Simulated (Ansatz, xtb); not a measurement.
# Two isomers of C5H4BNS

Structure I: `Bc1ccsc1C#N`, a singlet. Structure II: `Bc1cc(C#N)cs1`, a singlet. Both are isolated molecules in the gas phase, relaxed with PBE-D3(BJ)/def2-SVP; the shapes shown needn't be the lowest conformers.

I (Å):

```xyz
12

C     0.8503   -0.2804   -0.0988
C    -0.3443   -1.0586    0.0842
C    -1.4026   -0.6582   -0.7036
C     0.6303    0.7261   -1.0675
C     1.5436    1.7020   -1.5399
B     2.1881   -0.4876    0.6363
N     2.2855    2.5194   -1.9453
S    -0.9864    0.6902   -1.7064
H     3.1354    0.2336    0.4003
H     2.2857   -1.3809    1.4555
H    -0.4043   -1.8978    0.7908
H    -2.4153   -1.0776   -0.7580
```

II (Å):

```xyz
12

C     1.6214   -0.2042    0.0252
C     0.6885    0.5559   -0.6883
C    -0.5962   -0.0553   -0.7871
C    -1.7179    0.5160   -1.4627
C    -0.6366   -1.2997   -0.1372
B     3.0819    0.1070    0.3408
N    -2.6355    0.9909   -2.0203
S     0.8649   -1.6940    0.5691
H     3.5548    1.1519   -0.0616
H     3.7611   -0.6715    0.9805
H     0.9328    1.5323   -1.1280
H    -1.5015   -1.9714   -0.0655
```

Energies in hartree; the thermal terms are from GFN2-xTB frequencies at re-optimised GFN2-xTB minima (ideal gas, soft modes damped towards free rotors, one conformer each, 298.15 K, 1 atm) and include the zero-point energy:

|  | I | II |
| --- | --- | --- |
| E, CCSD(T)/def2-SVP | −669.055531 | −669.063202 |
| E, MP2/def2-SVP | −668.969459 | −668.976223 |
| E, MP2/def2-TZVPP | −669.635226 | −669.642324 |
| zero-point energy | 0.074214 | 0.074323 |
| H(298 K) − E | 0.082948 | 0.082993 |
| G(298 K) − E | 0.041857 | 0.042034 |

Problem. Correct the CCSD(T) difference for the basis set by the MP2 change, then work out ΔE, ΔE₀, ΔH and ΔG for I → II in kcal/mol (1 Eh = 627.51 kcal/mol) and the equilibrium ratio [II]/[I].

Solution. 1. Differences II − I: CCSD(T) −0.007671, MP2 in the small set −0.006764, MP2 in the large set −0.007098 Eh.
2. ΔE = −0.007671 + (−0.007098 − (−0.006764)) = −0.008005 Eh = −5.02 kcal/mol.
3. ΔE₀ = ΔE + ΔZPE = −0.008005 + (+0.000109) Eh = −4.95 kcal/mol.
4. ΔH = ΔE + (+0.000045) Eh = −4.99 kcal/mol.
5. ΔG = ΔE + (+0.000177) Eh = −4.91 kcal/mol, so ΔS = (ΔH − ΔG)/T = −1.2 J/(mol K).
6. kT = 0.9442 mEh, so K = [II]/[I] = exp(−ΔG/kT) = exp(+8.29) ≈ 4.0 × 10^3.

Structure II is favoured at this temperature. An error of 1 kcal/mol in ΔG would change K by a factor of 5.4. Mirror images and further conformers aren't counted.

As drawn, both hold the same kinds of bond in the same numbers.

Other levels gave ΔE = −1.7 (GFN2-xTB); −3.4 (HF/STO-3G, GFN2-xTB geometries); −4.6 (r2SCAN-D4/def2-SVP, GFN2-xTB geometries); −4.4 (PBE-D3(BJ)/def2-SVP); −6.4 (HF/def2-SVP); −4.2 (MP2/def2-SVP); −4.8 (CCSD(T)/def2-SVP) kcal/mol. The correlated steps freeze 12 core orbitals. Programs: Ansatz 0.2.0, xtb 6.7.1.
